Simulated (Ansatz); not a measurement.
Relaxation of H$_{8}$N$_{2}$Si$_{2}$ (12 atoms, charge 0, multiplicity 1), to a largest force component of 0.03 eV/Å in at most 50 steps.

The calculation used RKS PBE-D4/def2-SVP (Ansatz 0.2.0).

```xyz
12
Properties=species:S:1:pos:R:3
Si -1.235 -1.303 0.133
Si 1.769 0.459 0.674
H 1.267 -0.373 -0.405
N -1.395 0.360 0.655
N -1.164 -1.083 -1.596
H 1.522 -0.188 2.008
H 1.145 1.827 0.628
H 3.262 0.630 0.509
H -1.455 1.207 0.079
H -1.532 0.575 1.647
H -1.166 -0.210 -2.138
H -1.019 -1.901 -2.194
```

Task: Where does it end, and by what steps?

Result: The run converged. After 7 steps the energy has fallen by 0.080 eV; Si1 moved furthest, 0.38 Å.

| step | energy less start (eV) | largest force component (eV/Å) | accepted |
| --- | --- | --- | --- |
| 0 | 0.0000 | 0.714 | yes |
| 1 | -0.0578 | 0.220 | yes |
| 2 | -0.0597 | 0.417 | yes |
| 3 | -0.0753 | 0.159 | yes |
| 4 | -0.0698 | 0.261 | no |
| 5 | -0.0786 | 0.049 | yes |
| 6 | -0.0794 | 0.031 | yes |
| 7 | -0.0796 | 0.014 | yes |

```xyz
12
Properties=species:S:1:pos:R:3
Si -1.610 -1.373 0.090
Si 1.891 0.554 0.702
H 1.490 -0.264 -0.491
N -1.428 0.279 0.644
N -1.290 -1.141 -1.607
H 1.532 -0.149 1.979
H 1.233 1.906 0.646
H 3.384 0.760 0.669
H -1.276 1.123 0.081
H -1.578 0.512 1.627
H -1.046 -0.270 -2.092
H -1.301 -1.936 -2.250
```

Whether the end is a true minimum wasn't checked by a vibrational analysis.

Time of the run: 12 s on 2 threads of AMD EPYC 7B13 (Zen 3), with other jobs on the host, peak memory 0.16 GiB.
